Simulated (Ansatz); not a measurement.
Ansatz (a quantum-chemistry and plane-wave program) input for Al(F)(Br)(Me) (CH₃AlBrF), SMILES [CH3][Al]([F])[Br], B3LYP-D3(BJ)/def2-SVP. 

Ansatz 0.2 input:
```yaml
crystal:
  periodic: [false, false, false]
  atoms:
    - {symbol: Al, position_ang: [0.33414213, 0.39181789, -0.78932486]}
    - {symbol: F, position_ang: [1.94716816, 0.22657522, -1.09625331]}
    - {symbol: Br, position_ang: [-0.38559625, -0.57192510, 1.11958183]}
    - {symbol: C, position_ang: [-0.85225778, 1.36563102, -2.03097357]}
    - {symbol: H, position_ang: [-1.84835809, 1.51989283, -1.61108594]}
    - {symbol: H, position_ang: [-0.97322535, 0.82729346, -2.97425139]}
    - {symbol: H, position_ang: [-0.43736221, 2.34359684, -2.28668250]}
basis:
  gaussian:
    orbitals: def2-SVP
hamiltonian:
  xc: b3lyp
  dispersion: d3bj
relax: {f_tol: 0.002, max_steps: 200}
```

It prints:

```
Functional definition: B3LYP
integrals: 0.04 GiB planned
957 factors; integrals over basis functions are off by at most 3.6e-4 eV
mean field: 0.39 GiB planned
mean field evaluation 1: about -80430.6788 eV, gradient 5.8e1 eV
mean field evaluation 2: about -80422.7023 eV, gradient 8.4e1 eV
mean field evaluation 4: about -80438.0380 eV, gradient 4.3e0 eV
mean field evaluation 8: about -80438.0830 eV, gradient 2.6e-2 eV
mean field -80438.08302721 eV, -2956.0450283589 hartree, gradient 4.2e-5 eV, S^2 0.000000; 0 other end points of the search recorded, 0 dependent functions left out
the calculation of the forces begins
reference -80438.08327129 eV, -2956.0450373289 hartree; 33, 33 occupied and 60, 60 virtual orbitals, 957 factors
relax step   1: F+E_penalty+E_count = -80438.31512381 eV  Δ(F+E_penalty+E_count) = +0.000e0 eV  max|allowed force component| = 7.831e-1 eV/Å  Δτ_max = 0.0000 Å  (23 SCF iters, accepted)
these checks for a lower state are left out or cut short: starts, cluster_reference, orbital_swaps, neighbouring_geometries, increment
integrals: 0.04 GiB planned
957 factors; integrals over basis functions are off by at most 3.6e-4 eV
mean field: 0.39 GiB planned
mean field evaluation 16: about -80438.0959 eV, gradient 5.2e-3 eV
mean field -80438.10161041 eV, -2956.0457112792 hartree, gradient 8.7e-5 eV, S^2 0.000000; 0 other end points of the search recorded, 0 dependent functions left out
the calculation of the forces begins
reference -80438.10185408 eV, -2956.0457202337 hartree; 33, 33 occupied and 60, 60 virtual orbitals, 957 factors
relax step   2: F+E_penalty+E_count = -80438.33508967 eV  Δ(F+E_penalty+E_count) = -1.997e-2 eV  max|allowed force component| = 3.870e-1 eV/Å  Δτ_max = 0.0355 Å  (24 SCF iters, accepted)
these checks for a lower state are left out or cut short: starts, cluster_reference, orbital_swaps, neighbouring_geometries, increment
integrals: 0.04 GiB planned
957 factors; integrals over basis functions are off by at most 3.6e-4 eV
mean field: 0.39 GiB planned
mean field -80438.10408776 eV, -2956.0458023200 hartree, gradient 8.8e-5 eV, S^2 0.000000; 0 other end points of the search recorded, 0 dependent functions left out
the calculation of the forces begins
reference -80438.10433118 eV, -2956.0458112655 hartree; 33, 33 occupied and 60, 60 virtual orbitals, 957 factors
relax step   3: F+E_penalty+E_count = -80438.33789202 eV  Δ(F+E_penalty+E_count) = -2.802e-3 eV  max|allowed force component| = 6.136e-2 eV/Å  Δτ_max = 0.0110 Å  (26 SCF iters, accepted)
these checks for a lower state are left out or cut short: starts, cluster_reference, orbital_swaps, neighbouring_geometries, increment
integrals: 0.04 GiB planned
957 factors; integrals over basis functions are off by at most 3.6e-4 eV
mean field: 0.39 GiB planned
mean field -80438.10432699 eV, -2956.0458111114 hartree, gradient 1.5e-5 eV, S^2 0.000000; 0 other end points of the search recorded, 0 dependent functions left out
the calculation of the forces begins
reference -80438.10457041 eV, -2956.0458200569 hartree; 33, 33 occupied and 60, 60 virtual orbitals, 957 factors
relax step   4: F+E_penalty+E_count = -80438.33801814 eV  Δ(F+E_penalty+E_count) = -1.261e-4 eV  max|allowed force component| = 9.548e-3 eV/Å  Δτ_max = 0.0036 Å  (22 SCF iters, accepted)
these checks for a lower state are left out or cut short: starts, cluster_reference, orbital_swaps, neighbouring_geometries, increment
integrals: 0.04 GiB planned
957 factors; integrals over basis functions are off by at most 3.6e-4 eV
mean field: 0.39 GiB planned
mean field evaluation 32: about -80438.1043 eV, gradient 1.3e-1 eV
mean field -80438.10438576 eV, -2956.0458132714 hartree, gradient 7.6e-5 eV, S^2 0.000000; 0 other end points of the search recorded, 0 dependent functions left out
the calculation of the forces begins
reference -80438.10462917 eV, -2956.0458222165 hartree; 33, 33 occupied and 60, 60 virtual orbitals, 957 factors
relax step   5: F+E_penalty+E_count = -80438.33803726 eV  Δ(F+E_penalty+E_count) = -1.912e-5 eV  max|allowed force component| = 6.814e-3 eV/Å  Δτ_max = 0.0020 Å  (18 SCF iters, accepted)
these checks for a lower state are left out or cut short: starts, cluster_reference, orbital_swaps, neighbouring_geometries, increment
integrals: 0.04 GiB planned
957 factors; integrals over basis functions are off by at most 3.6e-4 eV
mean field: 0.39 GiB planned
[...]
the calculation of the forces begins
reference -80438.10474232 eV, -2956.0458263746 hartree; 33, 33 occupied and 60, 60 virtual orbitals, 957 factors
relax step  13: F+E_penalty+E_count = -80438.33809147 eV  Δ(F+E_penalty+E_count) = -4.603e-6 eV  max|allowed force component| = 1.568e-2 eV/Å  Δτ_max = 0.0118 Å  (25 SCF iters, accepted)
these checks for a lower state are left out or cut short: starts, cluster_reference, orbital_swaps, neighbouring_geometries, increment
integrals: 0.04 GiB planned
957 factors; integrals over basis functions are off by at most 3.5e-4 eV
mean field: 0.39 GiB planned
mean field -80438.10453502 eV, -2956.0458187563 hartree, gradient 6.5e-5 eV, S^2 0.000000; 0 other end points of the search recorded, 0 dependent functions left out
the calculation of the forces begins
reference -80438.10477782 eV, -2956.0458276793 hartree; 33, 33 occupied and 60, 60 virtual orbitals, 957 factors
relax step  14: F+E_penalty+E_count = -80438.33810269 eV  Δ(F+E_penalty+E_count) = -1.122e-5 eV  max|allowed force component| = 1.101e-2 eV/Å  Δτ_max = 0.0030 Å  (19 SCF iters, accepted)
these checks for a lower state are left out or cut short: starts, cluster_reference, orbital_swaps, neighbouring_geometries, increment
integrals: 0.04 GiB planned
957 factors; integrals over basis functions are off by at most 3.5e-4 eV
mean field: 0.39 GiB planned
mean field -80438.10453886 eV, -2956.0458188974 hartree, gradient 3.0e-5 eV, S^2 0.000000; 0 other end points of the search recorded, 0 dependent functions left out
the calculation of the forces begins
reference -80438.10478165 eV, -2956.0458278198 hartree; 33, 33 occupied and 60, 60 virtual orbitals, 957 factors
relax step  15: F+E_penalty+E_count = -80438.33810816 eV  Δ(F+E_penalty+E_count) = -5.468e-6 eV  max|allowed force component| = 6.377e-3 eV/Å  Δτ_max = 0.0014 Å  (18 SCF iters, accepted)
these checks for a lower state are left out or cut short: starts, cluster_reference, orbital_swaps, neighbouring_geometries, increment
integrals: 0.04 GiB planned
957 factors; integrals over basis functions are off by at most 3.5e-4 eV
mean field: 0.39 GiB planned
mean field -80438.10453615 eV, -2956.0458187979 hartree, gradient 2.1e-5 eV, S^2 0.000000; 0 other end points of the search recorded, 0 dependent functions left out
the calculation of the forces begins
reference -80438.10477887 eV, -2956.0458277177 hartree; 33, 33 occupied and 60, 60 virtual orbitals, 957 factors
relax step  16: F+E_penalty+E_count = -80438.33811376 eV  Δ(F+E_penalty+E_count) = -5.608e-6 eV  max|allowed force component| = 2.147e-3 eV/Å  Δτ_max = 0.0061 Å  (22 SCF iters, accepted)
these checks for a lower state are left out or cut short: starts, cluster_reference, orbital_swaps, neighbouring_geometries, increment
integrals: 0.04 GiB planned
957 factors; integrals over basis functions are off by at most 3.5e-4 eV
mean field: 0.39 GiB planned
mean field -80438.10453343 eV, -2956.0458186981 hartree, gradient 1.6e-5 eV, S^2 0.000000; 0 other end points of the search recorded, 0 dependent functions left out
the calculation of the forces begins
reference -80438.10477605 eV, -2956.0458276142 hartree; 33, 33 occupied and 60, 60 virtual orbitals, 957 factors
relax step  17: F+E_penalty+E_count = -80438.33811802 eV  Δ(F+E_penalty+E_count) = -4.255e-6 eV  max|allowed force component| = 2.107e-3 eV/Å  Δτ_max = 0.0102 Å  (22 SCF iters, accepted)
these checks for a lower state are left out or cut short: starts, cluster_reference, orbital_swaps, neighbouring_geometries, increment
integrals: 0.04 GiB planned
957 factors; integrals over basis functions are off by at most 3.5e-4 eV
mean field: 0.39 GiB planned
mean field evaluation 96: about -80438.0983 eV, gradient 5.4e-3 eV
mean field -80438.10454149 eV, -2956.0458189943 hartree, gradient 8.6e-5 eV, S^2 0.000000; 0 other end points of the search recorded, 0 dependent functions left out
the calculation of the forces begins
reference -80438.10478398 eV, -2956.0458279056 hartree; 33, 33 occupied and 60, 60 virtual orbitals, 957 factors
relax step  18: F+E_penalty+E_count = -80438.33811687 eV  Δ(F+E_penalty+E_count) = +1.148e-6 eV  max|allowed force component| = 1.005e-2 eV/Å  Δτ_max = 0.0281 Å  (24 SCF iters, rejected (line search))
these checks for a lower state are left out or cut short: starts, cluster_reference, orbital_swaps, neighbouring_geometries, increment
integrals: 0.04 GiB planned
957 factors; integrals over basis functions are off by at most 3.5e-4 eV
mean field: 0.39 GiB planned
mean field -80438.10454954 eV, -2956.0458192902 hartree, gradient 8.8e-5 eV, S^2 0.000000; 0 other end points of the search recorded, 0 dependent functions left out
the calculation of the forces begins
reference -80438.10479207 eV, -2956.0458282028 hartree; 33, 33 occupied and 60, 60 virtual orbitals, 957 factors
relax step  19: F+E_penalty+E_count = -80438.33812177 eV  Δ(F+E_penalty+E_count) = -3.755e-6 eV  max|allowed force component| = 1.532e-3 eV/Å  Δτ_max = 0.0135 Å  (25 SCF iters, accepted)
these checks for a lower state are left out or cut short: starts, cluster_reference, orbital_swaps, neighbouring_geometries, increment
integrals: 0.04 GiB planned
957 factors; integrals over basis functions are off by at most 3.5e-4 eV
mean field: 0.39 GiB planned
mean field -80438.10455004 eV, -2956.0458193086 hartree, gradient 1.6e-5 eV, S^2 0.000000; 0 other end points of the search recorded, 0 dependent functions left out
the calculation of the forces begins
reference -80438.10479254 eV, -2956.0458282200 hartree; 33, 33 occupied and 60, 60 virtual orbitals, 957 factors
relax step  20: F+E_penalty+E_count = -80438.33812217 eV  Δ(F+E_penalty+E_count) = -3.962e-7 eV  max|allowed force component| = 3.627e-3 eV/Å  Δτ_max = 0.0097 Å  (22 SCF iters, accepted)
these checks for a lower state are left out or cut short: starts, cluster_reference, orbital_swaps, neighbouring_geometries, increment
integrals: 0.04 GiB planned
957 factors; integrals over basis functions are off by at most 3.5e-4 eV
mean field: 0.39 GiB planned
mean field -80438.10454938 eV, -2956.0458192840 hartree, gradient 1.8e-5 eV, S^2 0.000000; 0 other end points of the search recorded, 0 dependent functions left out
the calculation of the forces begins
reference -80438.10479187 eV, -2956.0458281954 hartree; 33, 33 occupied and 60, 60 virtual orbitals, 957 factors
relax step  21: F+E_penalty+E_count = -80438.33812255 eV  Δ(F+E_penalty+E_count) = -3.819e-7 eV  max|allowed force component| = 1.161e-3 eV/Å  Δτ_max = 0.0004 Å  (18 SCF iters, accepted)
integrals: 0.04 GiB planned
957 factors; integrals over basis functions are off by at most 3.5e-4 eV
mean field: 0.39 GiB planned
mean field evaluation 128: about -80438.1045 eV, gradient 1.8e-4 eV
mean field -80438.10454938 eV, -2956.0458192840 hartree, gradient 1.8e-5 eV, S^2 0.000000; 1 other end points of the search recorded, 0 dependent functions left out
the calculation of the forces begins
reference -80438.10479187 eV, -2956.0458281954 hartree; 33, 33 occupied and 60, 60 virtual orbitals, 957 factors
Total energy: -80438.33836504 eV, -2956.0544118513 hartree
Atom 0 at     0.308385     0.392093    -0.804375 Å, force     0.000297     0.001161     0.000746 eV/Å
Atom 1 at     1.914987     0.163216    -1.178285 Å, force    -0.000118    -0.000414    -0.000193 eV/Å
Atom 2 at    -0.381641    -0.481943     1.157279 Å, force    -0.000022    -0.000193    -0.000382 eV/Å
Atom 3 at    -0.847142     1.358404    -2.018327 Å, force    -0.000093    -0.000023    -0.000537 eV/Å
Atom 4 at    -1.878332     1.431277    -1.641171 Å, force     0.000507    -0.000016    -0.000439 eV/Å
Atom 5 at    -0.869623     0.860672    -3.002494 Å, force    -0.000251     0.000478     0.000569 eV/Å
Atom 6 at    -0.462123     2.379163    -2.181617 Å, force    -0.000319    -0.000993     0.000235 eV/Å
Dipole moment:    -0.295064     0.213860    -0.249920 e Å
```

The calculation finished and met its thresholds.
